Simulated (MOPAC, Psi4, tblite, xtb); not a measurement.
Interaction energy of F6Si2 ··· H2O (SMILES F[Si](F)(F)[Si](F)(F)F and O). Monomers: optimised at B3LYP-D3(BJ) (def2-TZVP), held rigid. Orientation: lowest of the rigid-body minima from ten starts at GFN2-xTB. The monomers approach along the line of their centres of mass (distance R); nothing else relaxes.

Geometry at R = 2.83 Å (first 8 atoms: monomer A):
```
11

F      1.8175    -0.3611    -1.3112
Si     1.1569    -0.1003     0.1001
F      1.7770     1.2219     0.7027
F      1.5332    -1.3032     1.0530
Si    -1.1569     0.1003    -0.1005
F     -1.5343     1.3071    -1.0480
F     -1.7764    -1.2196    -0.7085
F     -1.8170     0.3548     1.3123
O     -0.3797    -0.3227    -2.7322
H     -0.6770     0.4252    -3.2604
H     -0.8698    -1.0803    -3.0677
```

- GFN1-xTB (xtb)
- PM3, restricted, heats of formation (MOPAC)
- AM1, restricted, heats of formation (MOPAC)
- HF/aug-cc-pVTZ, counterpoise-corrected (Psi4)
- GFN2-xTB (tblite)

Interaction energies in kJ/mol (negative: bound); R is the distance of the centres of mass, d the F7···H11 distance.

```json
[
 {"R / Å": "2.44", "d / Å": "2.21", "GFN1-xTB": "-11.60", "PM3": "18.86", "AM1": "-19.02", "HF/aug-cc-pVTZ": "47.68", "GFN2-xTB": "-11.31"},
 {"R / Å": "2.64", "d / Å": "2.37", "GFN1-xTB": "-24.37", "PM3": "3.36", "AM1": "-15.15", "HF/aug-cc-pVTZ": "21.54", "GFN2-xTB": "-24.36"},
 {"R / Å": "2.83", "d / Å": "2.53", "GFN1-xTB": "-26.28", "PM3": "-3.60", "AM1": "-8.01", "HF/aug-cc-pVTZ": "6.91", "GFN2-xTB": "-27.18"},
 {"R / Å": "3.04", "d / Å": "2.71", "GFN1-xTB": "-22.69", "PM3": "-4.54", "AM1": "-2.76", "HF/aug-cc-pVTZ": "-1.79", "GFN2-xTB": "-25.31"},
 {"R / Å": "3.22", "d / Å": "2.87", "GFN1-xTB": "-17.99", "PM3": "-2.39", "AM1": "-1.97", "HF/aug-cc-pVTZ": "-5.32", "GFN2-xTB": "-22.14"},
 {"R / Å": "3.55", "d / Å": "3.17", "GFN1-xTB": "-10.09", "PM3": "1.96", "AM1": "-4.73", "HF/aug-cc-pVTZ": "-6.93", "GFN2-xTB": "-16.07"},
 {"R / Å": "3.84", "d / Å": "3.44", "GFN1-xTB": "-5.49", "PM3": "2.90", "AM1": "-5.25", "HF/aug-cc-pVTZ": "-6.17", "GFN2-xTB": "-11.79"},
 {"R / Å": "4.37", "d / Å": "3.93", "GFN1-xTB": "-1.54", "PM3": "1.97", "AM1": "-3.09", "HF/aug-cc-pVTZ": "-3.95", "GFN2-xTB": "-6.88"},
 {"R / Å": "5.00", "d / Å": "4.53", "GFN1-xTB": "-0.19", "PM3": "1.28", "AM1": "-1.55", "HF/aug-cc-pVTZ": "-2.10", "GFN2-xTB": "-3.85"},
 {"R / Å": "6.07", "d / Å": "5.56", "GFN1-xTB": "0.18", "PM3": "0.81", "AM1": "-0.52", "HF/aug-cc-pVTZ": "-0.75", "GFN2-xTB": "-1.65"},
 {"R / Å": "7.30", "d / Å": "6.76", "GFN1-xTB": "0.14", "PM3": "0.50", "AM1": "-0.16", "HF/aug-cc-pVTZ": "-0.27", "GFN2-xTB": "-0.78"}
]
```

Lowest grid point: GFN1-xTB -26.28 kJ/mol at R = 2.83 Å; PM3 -4.54 kJ/mol at R = 3.04 Å; AM1 -19.02 kJ/mol at R = 2.44 Å; HF/aug-cc-pVTZ -6.93 kJ/mol at R = 3.55 Å; GFN2-xTB -27.18 kJ/mol at R = 2.83 Å.
